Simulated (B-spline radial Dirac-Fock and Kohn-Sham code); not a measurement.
## 1s emission of Rb⁴⁺

System: the Rb⁴⁺ ion, [Ar] 3d10 4s2 4p3.

The computed values come from a radial B-spline solver: independent-particle rates on relativistic LDA orbitals of the hole state (multipoles up to L = 3, Coulomb Auger matrix elements, transition energies from Dirac-Fock).

```tsv
line	multipole	energy (eV)	rate (s⁻¹)	share (%)
Kα2 (K-L2)	E1	–	8.71e+14	29.6
Kα1 (K-L3)	E1	13394.8	1.68e+15	57.0
Kβ3 (K-M2)	E1	–	1.24e+14	4.22
Kβ1 (K-M3)	E1	14960.2	2.42e+14	8.23
Kβ5' (K-M5)	E2	15092.1	6.06e+11	0.0206
Kβ2'' (K-N2)	E1	15195.8	8.98e+12	0.305
Kβ2' (K-N3)	E1	15196.9	1.77e+13	0.603
```

The listed lines hold 100.0 % of the radiative rate. A dash stands for an energy that rests on an unreliable hole state. The radiative width is 1.94 eV in the length form and 1.99 eV in the velocity form; the two differ because the transition energies are not eigenvalue differences of the potential that gave the orbitals. Kα2/Kα1 is 0.520 and Kβ/Kα is 0.155.
